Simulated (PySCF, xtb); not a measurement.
C2H6N2OSi, SMILES C(=N[Si@@H](C)N)=O.

GFN2-xTB (xtb) at its own geometry gives an orbital gap of 5.02 eV and a dipole moment of 3.68 D.

Geometry: B3LYP-D3(BJ)/def2-SVP. The structure was generated by enumeration; whether it is a known compound was not checked. One conformer was computed; it need not be the lowest.

### Question
What does PBE/def2-TZVP (PySCF) give? (An estimate is asked for; the answer gives what the named calculation found.)

### Answer
gap 5.96 eV (levels -6.37 and -0.41 eV), dipole 2.68 D.
